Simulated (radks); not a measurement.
Spherical quantum dot in the effective-mass picture: electrons in a hard-walled sphere of radius 1.79, with a point charge +2 (a donor) at the centre, all in effective atomic units (hartree* = m*/eps^2 hartree, bohr* = eps/m* bohr), one dielectric constant everywhere. Method: non-relativistic Kohn-Sham, PBEsol, spin-polarised, spherical densities; computed with a radial shooting solver with Libxc functionals. Levels are named by radial order and angular momentum (1s, 1p, 1d, 2s, ...), and open shells are averaged over m. Results are scaled to m* = 0.269 and eps = 9.8, for which hartree* = 76.22 meV and bohr* = 1.928 nm.

N = 10, configuration 1s2 1p6 1d(up 1, down 0) 2s(up 1, down 0). This is the lowest configuration that the search found. Occupied and some empty levels:

level    occupation  eigenvalue (meV)  <r> (nm)
1s up             1            520.62     1.606
1s down           1            530.04     1.633
1p up             3            656.52     2.110
1p down           3            662.76     2.106
2s up             1            797.31     1.661
1d up             1            801.19     2.292
1d down           0            807.96     2.289
2s down           0            813.81     1.654
1f up             0            977.22     2.411
1f down           0            984.59     2.409
2p up             0            1111.9     1.795
2p down           0            1120.3     1.806
1g up             0            1184.8     2.500
1g down           0            1192.6     2.498

Energy (meV): total 3484.90, kinetic 2611.7, external -1857.0, Hartree 3295.9, exchange-correlation -565.60.
